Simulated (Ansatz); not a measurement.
Ansatz (a quantum-chemistry and plane-wave program) input (CCSD(T)/aug-cc-pV(D+d)Z):
A basis named .json is the Basis Set Exchange file of that set.

Ansatz 0.2 input:
```yaml
crystal:
  periodic: [false, false, false]
  atoms:
    - {symbol: Si, position_ang: [-0.08942186, 0.09722192, -0.58423254]}
    - {symbol: Cl, position_ang: [0.15269672, 0.93373634, 1.33303770]}
    - {symbol: N, position_ang: [1.28922929, -0.90813076, -0.77726011]}
    - {symbol: N, position_ang: [-1.44447798, -0.91848380, -0.81010495]}
    - {symbol: H, position_ang: [1.40126330, -1.43766907, -1.62893994]}
    - {symbol: H, position_ang: [2.17594243, -0.62829898, -0.38718828]}
    - {symbol: H, position_ang: [-1.46825709, -1.84715507, -0.41188748]}
    - {symbol: H, position_ang: [-2.36614591, -0.53519966, -0.94281442]}
basis:
  gaussian:
    orbitals: aug-cc-pV_D+d_Z.json
magnetization: {spin_polarized: true, initial_magnetization: 1}
correlation: {method: ccsd_t, electrons: outside_noble_gas}
output: {forces: true}
```

End of the output:

```
integrals: 0.65 GiB planned
1440 factors; integrals over basis functions are off by at most 8.2e-4 eV
mean field: 1.02 GiB planned
mean field evaluation 1: about -23390.4875 eV, gradient 3.3e1 eV
mean field evaluation 2: about -23390.5459 eV, gradient 3.3e1 eV
mean field evaluation 4: about -23395.5922 eV, gradient 2.9e0 eV
mean field evaluation 8: about -23395.7098 eV, gradient 3.5e-1 eV
mean field evaluation 16: about -23395.7126 eV, gradient 2.4e-6 eV
mean field -23395.71259195 eV, -859.7765795707 hartree, gradient 2.4e-6 eV, S^2 0.754732; 0 other end points of the search recorded, 0 dependent functions left out
12 core orbitals not correlated
reference -23395.71259195 eV, -859.7765795707 hartree; 13, 12 occupied and 121, 122 virtual orbitals, 1440 factors
densities: 4.43 GiB planned
second order -16.24951126 eV of doubles, -0.00000000 eV of singles
coupled cluster: 2.52 GiB planned
cycle   1  -16.82365398 eV  change   -5.7e-1 eV  update   8.8e-2
cycle   2  -17.18759788 eV  change   -3.6e-1 eV  update   2.7e-2
cycle   3  -17.27917005 eV  change   -9.2e-2 eV  update   1.5e-2
cycle   4  -17.27503948 eV  change    4.1e-3 eV  update   5.2e-3
cycle   5  -17.27366236 eV  change    1.4e-3 eV  update   2.7e-3
cycle   6  -17.27421497 eV  change   -5.5e-4 eV  update   1.0e-3
cycle   7  -17.27428798 eV  change   -7.3e-5 eV  update   4.1e-4
cycle   8  -17.27437036 eV  change   -8.2e-5 eV  update   1.6e-4
cycle   9  -17.27438908 eV  change   -1.9e-5 eV  update   6.9e-5
cycle  10  -17.27436175 eV  change    2.7e-5 eV  update   3.2e-5
cycle  11  -17.27437820 eV  change   -1.6e-5 eV  update   1.5e-5
cycle  12  -17.27438132 eV  change   -3.1e-6 eV  update   5.8e-6
cycle  13  -17.27438481 eV  change   -3.5e-6 eV  update   2.4e-6
perturbative correction -0.56773653 eV, -0.0208639326 hartree
the calculation of the forces begins
Total energy: -23413.55471329 eV, -860.4322654359 hartree
Atom 0 at    -0.089422     0.097222    -0.584233 Å, force    -0.032769     0.523008     0.060530 eV/Å
Atom 1 at     0.152697     0.933736     1.333038 Å, force     0.055266     0.093861     0.138207 eV/Å
Atom 2 at     1.289229    -0.908131    -0.777260 Å, force    -0.006936    -0.219119     0.144155 eV/Å
Atom 3 at    -1.444478    -0.918484    -0.810105 Å, force    -0.056675    -0.130344    -0.256751 eV/Å
Atom 4 at     1.401263    -1.437669    -1.628940 Å, force     0.048364    -0.187729    -0.334729 eV/Å
Atom 5 at     2.175942    -0.628299    -0.387188 Å, force     0.352154     0.112079     0.133454 eV/Å
Atom 6 at    -1.468257    -1.847155    -0.411887 Å, force     0.001895    -0.336390     0.164290 eV/Å
Atom 7 at    -2.366146    -0.535200    -0.942814 Å, force    -0.361300     0.144634    -0.049156 eV/Å
Dipole moment:    -0.013003    -0.345512    -0.334618 e Å
```

It need not be the lowest isomer of its formula.
